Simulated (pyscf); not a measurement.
H₃C–InH–O• → [H₃C–In–OH]•, a hydrogen shift (doublet surface; H–In broken, H–O formed). Optimised with ωB97X-D3(BJ)/def2-SVP in PySCF. MP2 and CC: frozen core, UHF for open shells. ΔMP2 is the change of the MP2 total energy from the triple- to the quadruple-zeta basis. Energies in kcal/mol from the reactant's lowest minimum found.

Small-basis levels: PySCF, no dispersion term, spherical d functions. Open shells are spin-unrestricted. 

Question: In single points SVWN5/6-31G*+LANL2DZ puts the saddle at 6.2 kcal/mol and the reaction energy at -54.7 kcal/mol. Should these be trusted to within a few kcal/mol? Compare with CCSD(T)/def2-TZVPP + ΔMP2(QZVPP).

Answer: CCSD(T)/def2-TZVPP + ΔMP2(QZVPP) gives ΔE‡ = 16.6 kcal/mol and ΔE = -49.1 kcal/mol. SVWN5/6-31G*+LANL2DZ lies 10.4 kcal/mol under it in the barrier and 5.5 kcal/mol under it in the reaction energy, so on this step it does not hold to within 3.0 kcal/mol. CCSD(T)/def2-TZVPP + ΔMP2(QZVPP) has limits of its own. One saddle was located; it need not be the lowest between these sides. The CCSD(T) − MP2 part came from Ansatz, without density fitting, on the same reference. The frozen core leaves the outer d or s,p core shells of the metals and heavy elements correlated in the MP2 and CC values, and def2-TZVPP describes them poorly, which can shift differences by a few kcal/mol. In the def2 sets elements past Kr carry core potentials, without spin-orbit coupling.
